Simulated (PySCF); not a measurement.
# Excited states of Pb⁴⁺ (lead, charge +4)

Ground state [Xe] 4f14 5d10, ¹S. Calculation: PySCF 2.14, in aug-cc-pVDZ-PP with one added diffuse shell each of s, p, d type with ECP60MDF (6s5p4d, 41 functions); scalar relativity through the core potential. Vertical excitation energies in eV without spin-orbit coupling; excited terms of each kind are numbered among those the solver found. Frozen: 5s2 5p6.

```json
{"term": "1 3D", "leading excitation": "5d → s", "EOM-EE-CCSD": "15.458"}
{"term": "1 1D", "leading excitation": "5d → s", "EOM-EE-CCSD": "16.474"}
{"term": "1 3P°", "leading excitation": "5d → p", "EOM-EE-CCSD": "27.511"}
{"term": "1 3F°", "leading excitation": "5d → p", "EOM-EE-CCSD": "28.107"}
{"term": "1 1F°", "leading excitation": "5d → p", "EOM-EE-CCSD": "28.483"}
{"term": "1 1D°", "leading excitation": "5d → p", "EOM-EE-CCSD": "29.002"}
{"term": "1 3D°", "leading excitation": "5d → p", "EOM-EE-CCSD": "29.043"}
{"term": "1 1P°", "leading excitation": "5d → p", "EOM-EE-CCSD": "29.310"}
{"term": "1 3G", "leading excitation": "5d → d", "EOM-EE-CCSD": "41.794"}
{"term": "1 1G", "leading excitation": "5d → d", "EOM-EE-CCSD": "41.931"}
{"term": "1 1F", "leading excitation": "5d → d", "EOM-EE-CCSD": "42.294"}
{"term": "1 3F", "leading excitation": "5d → d", "EOM-EE-CCSD": "42.295"}
{"term": "2 3D", "leading excitation": "5d → s", "EOM-EE-CCSD": "42.797"}
{"term": "2 1D", "leading excitation": "5d → s", "EOM-EE-CCSD": "43.004"}
```

The spin-orbit splitting of the hole, absent here, rivals or exceeds the spacing of these terms, so the LS terms are model states.

The solver can miss terms.
